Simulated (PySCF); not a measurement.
Sn(H)3(OtBu), C4H12OSn, SMILES CC(C)(C)[O][SnH3], GFN2-xTB optimised geometry. Atoms within 1.6 Å of the plane z = 1.5 Å (x, y, z in Å): Sn1 (-0.42, 0.79, 0.00), H7 (1.25, 0.79, 0.00), H8 (-1.08, 2.30, 0.00), H9 (-0.99, -0.19, 1.24).

Level of theory: PySCF with B3LYP/def2-SVP, def2 effective core potentials past Kr. The core electrons that the potentials of Sn replace are not part of the density.

Map of the Laplacian of the electron density (e/bohr⁵) on the plane z = 1.5 Å:

```
|88888888888888888888888888888|
|88888888888888888888888888888|
|88888888888888888888888888888|
|88888888888888888888888888888|
|88888888888888888888888888888|
|88888888888888888888888888888|
|88888888888888888888888888888|
|88888888888888888888888888888|
|88888888888888888888888888888|
|88888888888888888888888888888|
|88888888888888888888888888888|
|88888888888999888888888888888|
|88888888889999988888888888888|
|88888888899889988888888888888|
|88888888897079888888888888888|
|88888888897189888888888888888|
|88888888889999888888888888888|
|88888888888888888888888888888|
|88888888888888888888888888888|
|88888888888888888888888888888|
|88888888888888888888888888888|
|88888888888888888888888888888|
|88888888888888888888888888888|
|88888888888888888888888888888|
|88888888888888888888888888888|
|88888888888888888888888888888|
|88888888888888888888888888888|
|88888888888888888888888888888|
|88888888888888888888888888888|
```
Scale: ten equal steps from -0.294 (start of '0') to 0.064 (end of '9'), in the order '0123456789'; x runs from -4.50 to 4.50, y from -4.50 (bottom) to 4.50 (top).
